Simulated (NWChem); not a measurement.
System: CH5NOSi2; SMILES O=C=N[SiH2][SiH3]

```xyz
10

O      0.6695    -3.2130     0.0019
C      0.1667    -2.1461    -0.0009
N     -0.3515    -1.0645    -0.0045
Si    -0.9936     0.5355     0.0012
Si     0.7411     2.1234    -0.0001
H     -1.8545     0.6925    -1.2011
H     -1.8477     0.6876     1.2090
H      1.5889     1.9705    -1.2136
H      1.5974     1.9630     1.2064
H      0.1551     3.4931     0.0061
```
Atoms are numbered in this order, from 1.

All runs: NWChem. The geometry was optimised at B3LYP/6-31G* (spherical d).

Predict the results for LDA (Slater exchange, VWN5)/def2-TZVP. Quantities: highest occupied level (eV); orbital gap (eV); dipole (D).

highest occupied level (eV): -7.04
orbital gap (eV): 5.51
dipole (D): 2.31
